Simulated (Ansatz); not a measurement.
Mg (SMILES [Mg]), singlet; CAM-B3LYP/cc-pVDZ (Ansatz, a program for electronic structure).

Here is a job for Ansatz.
Ansatz 0.2 input:
```yaml
crystal:
  periodic: [false, false, false]
  atoms:
    - {symbol: Mg, position_ang: [0.00000000, 0.00000000, 0.00000000]}
basis:
  gaussian:
    orbitals: cc-pVDZ
hamiltonian:
  xc: cam_b3lyp
```

Q: Write the output that Ansatz gives for this input, abridged.

A: 
```
Functional definition: CAM-B3LYP
91 factors; integrals over basis functions are off by at most 1.5e-4 eV
55 factors; integrals over basis functions are off by at most 7.1e-5 eV
mean field evaluation 1: about -5444.1254 eV, gradient 2.7e-1 eV
mean field evaluation 2: about -5444.1253 eV, gradient 2.6e-1 eV
mean field evaluation 4: about -5444.1262 eV, gradient 4.9e-3 eV
mean field evaluation 8: about -5444.1262 eV, gradient 4.4e-5 eV
mean field -5444.12620708 eV, -200.0679479489 hartree, gradient 4.4e-5 eV, S^2 0.000000; 0 other end points of the search recorded, 0 dependent functions left out
reference -5444.12627608 eV, -200.0679504846 hartree; 6, 6 occupied and 12, 12 virtual orbitals, 91 factors
Total energy: -5444.12627608 eV, -200.0679504846 hartree
```
